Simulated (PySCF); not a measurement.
From one molecule to another.

First species: C4H9FS2Si.
Atom-mapped SMILES: `[CH3:1][C@@H:2]([F:3])[C@@H:4]1[CH2:5][S:6][SiH2:7][S:8]1` (hydrogens: H9, H10, H11 on C1; H12 on C2; H13 on C4; H14, H15 on C5; H16, H17 on Si7)

Second species: C₃H₁₅N₂PSi₂.
Numbering: `[CH3:1][N:2]([CH3:3])[C@@H:4]([SiH3:5])[Si@@H:6]([NH2:7])[PH2:8]` (hydrogens: H9, H10, H11 on C1; H12, H13, H14 on C3; H15 on C4; H16, H17, H18 on Si5; H19 on Si6; H20, H21 on N7; H22, H23 on P8)

Levels: PBE0/pcSseg-1 for HOMO energy, LUMO energy and HOMO–LUMO gap. Geometries: GFN2-xTB. All species are isolated and taken at one optimised geometry, non-relativistic unless stated; the electronic structure was computed with PySCF and density fitting.

The conformers computed, where there is a choice (atom-mapped SMILES and torsion angles):
- `[CH3:1][N:2]([CH3:3])[C@@H:4]([SiH3:5])[Si@@H:6]([NH2:7])[PH2:8]`: C1–N2–C4–Si5 73°, N2–C4–Si6–N7 28°, H–N7–Si6–C4 116°, H–N7–Si6–C4 -22°, H–P8–Si6–C4 75°, H–P8–Si6–C4 167°

The conformers of `C[C@@H](F)[C@@H]1CS[SiH2]S1` aren't listed.

Values for the first species:

| Item | Value |
| --- | --- |
| HOMO energy | -7.18 eV |
| LUMO energy | -0.46 eV |
| HOMO–LUMO gap | 6.72 eV |

(1) Estimate the same properties for the second species, and the change in each.

Results:

(1) 
```json
{"property": "HOMO energy", "first": "-7.18 eV", "second": "-6.06 eV", "second less first": "+1.12 eV"}
{"property": "LUMO energy", "first": "-0.46 eV", "second": "0.23 eV", "second less first": "+0.69 eV"}
{"property": "HOMO–LUMO gap", "first": "6.72 eV", "second": "6.29 eV", "second less first": "-0.43 eV"}
```

